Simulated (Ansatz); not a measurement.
**Molecular dynamics of C2H12O2Si3**

input.yaml

```yaml
crystal:
  periodic: [false, false, false]
  atoms:
    - { symbol: Si, position_ang: [-0.097328, -0.013817, -0.30022] }
    - { symbol: O, position_ang: [0.148701, -0.113411, 1.320414] }
    - { symbol: C, position_ang: [-0.63042, -0.657285, 2.371986] }
    - { symbol: H, position_ang: [-1.155911, -1.594822, 2.096668] }
    - { symbol: H, position_ang: [-0.085369, -0.686582, 3.364197] }
    - { symbol: H, position_ang: [-1.472375, 0.022299, 2.712813] }
    - { symbol: O, position_ang: [1.553854, -0.326474, -0.99126] }
    - { symbol: C, position_ang: [2.444277, -1.181883, -0.187865] }
    - { symbol: H, position_ang: [2.236618, -2.257857, -0.128099] }
    - { symbol: H, position_ang: [3.406663, -1.182603, -0.74332] }
    - { symbol: H, position_ang: [2.784332, -0.756313, 0.763649] }
    - { symbol: Si, position_ang: [-1.205107, 1.984199, -0.548496] }
    - { symbol: H, position_ang: [-2.160906, 2.131929, -1.612051] }
    - { symbol: H, position_ang: [-2.008443, 2.139076, 0.655009] }
    - { symbol: H, position_ang: [-0.370533, 3.166632, -0.574089] }
    - { symbol: Si, position_ang: [-1.25251, -1.927019, -1.029893] }
    - { symbol: H, position_ang: [-1.416628, -2.293437, 0.374361] }
    - { symbol: H, position_ang: [-2.483631, -1.785897, -1.710359] }
    - { symbol: H, position_ang: [-0.257351, -2.769913, -1.530513] }
basis:
  gaussian: { orbitals: STO-3G }
hamiltonian:
  xc: b3lyp
md:
  timestep: 0.25
  n_steps: 150
  ensemble: nvt_langevin
  temperature: 500.0
  initial_velocities: maxwell_boltzmann
  seed: 768535
  friction: 1.0
```

Launched with:

```bash
$ ansatz run input.yaml --threads 1 --pin off --max-ram 2048MiB --backend cpu --events-out ev --progress --plain --runs-dir out
```

It goes on from the last frame of an earlier run, with new velocities.

Output, in part (one step line in 6, the closing report, with atoms numbered from 0):

```
md step     0: t =     0.00 fs  T =   473.7 K  F+E_penalty+E_count = -29640.10614132 eV  E_kin = 1.163340 eV  (22 SCF iters)
md step     6: t =     1.50 fs  T =   568.0 K  F+E_penalty+E_count = -29640.17732209 eV  E_kin = 1.394984 eV  (22 SCF iters)
md step    12: t =     3.00 fs  T =   536.0 K  F+E_penalty+E_count = -29640.06267212 eV  E_kin = 1.316494 eV  (21 SCF iters)
md step    18: t =     4.50 fs  T =   353.4 K  F+E_penalty+E_count = -29640.20225140 eV  E_kin = 0.868015 eV  (21 SCF iters)
md step    24: t =     6.00 fs  T =   389.2 K  F+E_penalty+E_count = -29640.23618601 eV  E_kin = 0.955922 eV  (21 SCF iters)
md step    30: t =     7.50 fs  T =   513.6 K  F+E_penalty+E_count = -29640.26850087 eV  E_kin = 1.261304 eV  (20 SCF iters)
md step    36: t =     9.00 fs  T =   447.7 K  F+E_penalty+E_count = -29640.16995144 eV  E_kin = 1.099486 eV  (21 SCF iters)
md step    42: t =    10.50 fs  T =   477.8 K  F+E_penalty+E_count = -29640.12483361 eV  E_kin = 1.173436 eV  (21 SCF iters)
md step    48: t =    12.00 fs  T =   452.7 K  F+E_penalty+E_count = -29640.13658734 eV  E_kin = 1.111739 eV  (21 SCF iters)
md step    54: t =    13.50 fs  T =   536.5 K  F+E_penalty+E_count = -29640.24216078 eV  E_kin = 1.317667 eV  (22 SCF iters)
md step    60: t =    15.00 fs  T =   468.8 K  F+E_penalty+E_count = -29640.24704284 eV  E_kin = 1.151434 eV  (22 SCF iters)
md step    66: t =    16.50 fs  T =   401.3 K  F+E_penalty+E_count = -29640.23326199 eV  E_kin = 0.985494 eV  (21 SCF iters)
md step    72: t =    18.00 fs  T =   586.2 K  F+E_penalty+E_count = -29640.32909637 eV  E_kin = 1.439651 eV  (26 SCF iters)
md step    78: t =    19.50 fs  T =   694.9 K  F+E_penalty+E_count = -29640.42764081 eV  E_kin = 1.706695 eV  (27 SCF iters)
md step    84: t =    21.00 fs  T =   490.7 K  F+E_penalty+E_count = -29640.52721092 eV  E_kin = 1.205153 eV  (24 SCF iters)
md step    90: t =    22.50 fs  T =   589.1 K  F+E_penalty+E_count = -29640.42740472 eV  E_kin = 1.446861 eV  (27 SCF iters)
md step    96: t =    24.00 fs  T =   567.4 K  F+E_penalty+E_count = -29640.42762164 eV  E_kin = 1.393575 eV  (20 SCF iters)
md step   102: t =    25.50 fs  T =   353.0 K  F+E_penalty+E_count = -29640.26346480 eV  E_kin = 0.866846 eV  (21 SCF iters)
md step   108: t =    27.00 fs  T =   497.3 K  F+E_penalty+E_count = -29640.24568116 eV  E_kin = 1.221410 eV  (21 SCF iters)
md step   114: t =    28.50 fs  T =   594.2 K  F+E_penalty+E_count = -29640.07958690 eV  E_kin = 1.459326 eV  (27 SCF iters)
md step   120: t =    30.00 fs  T =   460.1 K  F+E_penalty+E_count = -29639.96708841 eV  E_kin = 1.129874 eV  (20 SCF iters)
md step   126: t =    31.50 fs  T =   766.4 K  F+E_penalty+E_count = -29640.22829012 eV  E_kin = 1.882202 eV  (27 SCF iters)
md step   132: t =    33.00 fs  T =   529.6 K  F+E_penalty+E_count = -29640.22456166 eV  E_kin = 1.300696 eV  (20 SCF iters)
md step   138: t =    34.50 fs  T =   459.6 K  F+E_penalty+E_count = -29640.24065774 eV  E_kin = 1.128770 eV  (20 SCF iters)
md step   144: t =    36.00 fs  T =   580.2 K  F+E_penalty+E_count = -29640.29517816 eV  E_kin = 1.424832 eV  (20 SCF iters)
md step   150: t =    37.50 fs  T =   585.2 K  F+E_penalty+E_count = -29640.40579942 eV  E_kin = 1.437168 eV  (24 SCF iters)
Total energy: -29640.40606296 eV, -1089.2648318248 hartree
Atom 0 at    -0.076649     0.004345    -0.335303 Å, force    -0.103475    -2.200225    -0.744151 eV/Å
Atom 1 at     0.218590    -0.103290     1.306272 Å, force     2.195615     0.354166     0.207880 eV/Å
Atom 2 at    -0.636626    -0.595708     2.297813 Å, force     0.041106    -0.898319     0.762038 eV/Å
Atom 3 at    -1.171701    -1.534947     2.053611 Å, force     0.269628    -0.475279     0.075384 eV/Å
Atom 4 at    -0.046345    -0.726090     3.246258 Å, force    -0.294305    -0.190890    -0.450685 eV/Å
Atom 5 at    -1.426240     0.096071     2.522423 Å, force    -1.353363     1.303106     0.578258 eV/Å
Atom 6 at     1.548827    -0.299177    -1.038477 Å, force    -0.256832     0.798153     0.967466 eV/Å
Atom 7 at     2.498654    -1.121772    -0.217078 Å, force     0.497971     1.328556     0.563156 eV/Å
Atom 8 at     2.180181    -2.186242    -0.207879 Å, force    -0.070580    -0.095737     0.429085 eV/Å
Atom 9 at     3.416361    -1.076828    -0.879907 Å, force    -0.353306    -0.112332     0.881197 eV/Å
Atom 10 at     2.815375    -0.779443     0.906806 Å, force    -1.150661    -0.620813    -2.878519 eV/Å
Atom 11 at    -1.174681     1.991668    -0.485700 Å, force     0.371813     1.625678     0.624256 eV/Å
Atom 12 at    -2.041045     2.232568    -1.612351 Å, force    -0.166040    -0.272995    -0.071223 eV/Å
Atom 13 at    -1.893877     2.303277     0.770717 Å, force     0.065766    -0.734461    -0.740869 eV/Å
Atom 14 at    -0.247995     3.109972    -0.467649 Å, force     0.138955    -0.231799    -0.323308 eV/Å
Atom 15 at    -1.257116    -1.927513    -0.964397 Å, force     0.001509     1.031684    -0.567622 eV/Å
Atom 16 at    -1.727991    -2.397547     0.328150 Å, force    -0.149687    -0.557740    -0.538821 eV/Å
Atom 17 at    -2.343352    -1.847860    -1.958742 Å, force     0.251338     0.241726     0.776503 eV/Å
Atom 18 at    -0.323708    -2.807817    -1.629109 Å, force     0.064546    -0.292479     0.449974 eV/Å
Dipole moment:    -0.231896    -0.109820     0.066447 e Å
```

The run went to its last step. A run of 0.037 ps of so small a system gives no equilibrium averages. The friction is so strong that the motion is overdamped, so the time scale means little. Limits of this set-up: minimal basis.

The same pairs are bonded in the first frame and the last. Pairs count as bonded within 1.25 times the sum of covalent radii (0.12 Å more for H–H).

Last frame:

```xyz
19
Properties=species:S:1:pos:R:3
Si -0.077 0.004 -0.335
O 0.219 -0.103 1.306
C -0.637 -0.596 2.298
H -1.172 -1.535 2.054
H -0.046 -0.726 3.246
H -1.426 0.096 2.522
O 1.549 -0.299 -1.038
C 2.499 -1.122 -0.217
H 2.180 -2.186 -0.208
H 3.416 -1.077 -0.880
H 2.815 -0.779 0.907
Si -1.175 1.992 -0.486
H -2.041 2.233 -1.612
H -1.894 2.303 0.771
H -0.248 3.110 -0.468
Si -1.257 -1.927 -0.964
H -1.728 -2.397 0.328
H -2.343 -1.848 -1.959
H -0.324 -2.808 -1.629
```

The run took 16 min on 1 thread of Arm Neoverse V1 (shared host), peak memory 0.17 GiB.
